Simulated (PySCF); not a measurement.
## Worked example: dipole moment from atomic charges

Si(H)(F)(Cl)(OMe) (CH4ClFOSi), SMILES CO[SiH](F)Cl. Atoms are numbered in the order given.

```xyz
9

Si     0.0759     0.1558     0.4484
F     -0.0076     1.7402     0.1247
Cl     1.8593    -0.5662    -0.2485
O     -1.1145    -0.6300    -0.3550
C     -2.5038    -0.3734    -0.2558
H     -0.0124     0.0053     1.9134
H     -2.7479     0.6496    -0.5897
H     -2.8695    -0.5031     0.7788
H     -3.0335    -1.0889    -0.9014
```
Charge 0, spin multiplicity 1.

Geometry optimised at B3LYP-D3(BJ)/def2-SVP. One conformer was computed; it need not be the lowest.

Charges (e) from CAM-B3LYP/def2-TZVP in PySCF:

```tsv
atom	Mulliken	ESP fit
Si1	0.711	0.398
F2	-0.315	-0.203
Cl3	-0.206	-0.111
O4	-0.337	-0.251
C5	-0.196	-0.178
H6	-0.045	-0.008
H7	0.133	0.130
H8	0.121	0.112
H9	0.135	0.113
```

The dipole moment of the full density is 2.35 D.

Question: What dipole moment does each set of point charges give, and which comes closer to that of the density?

Answer: 
μ = Σ q r, and 1 e Å = 4.8032 D.
Mulliken: Σ q r = (-0.582, -0.157, 0.309) e Å, |μ| = 3.25 D.
ESP fit: Σ q r = (-0.471, -0.099, 0.209) e Å, |μ| = 2.52 D.
ESP fit comes closer in size. Point charges leave out the atoms' own dipoles (lone pairs, polarised bonds); fits to the potential absorb them, partitions of the density don't.
